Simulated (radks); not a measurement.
Task: The mean radii <r> (bohr) of the occupied orbitals of an atom or ion are listed with their occupations. Method: non-relativistic Kohn-Sham, PBEsol, spin-polarised, spherical densities, point nucleus; computed with a radial shooting solver on a logarithmic mesh with Libxc functionals.

| orbital | occ. | <r> |
|---|---|---|
| 1s | 2 | 0.1311 |
| 2s | 2 | 0.6978 |
| 2p | 6 | 0.6842 |

Name the element and its charge. Open shells, if any, are filled with parallel spins first.

Result: Z = 12, magnesium, charge +2: Mg2+ in [Ne]. The 1s radius gives Z: for a bare nucleus <r> = 1.5/Z, 0.125 bohr for Z = 12, and screening makes it slightly larger (0.1311 here). The occupations add up to 10, and the charge is Z minus that.
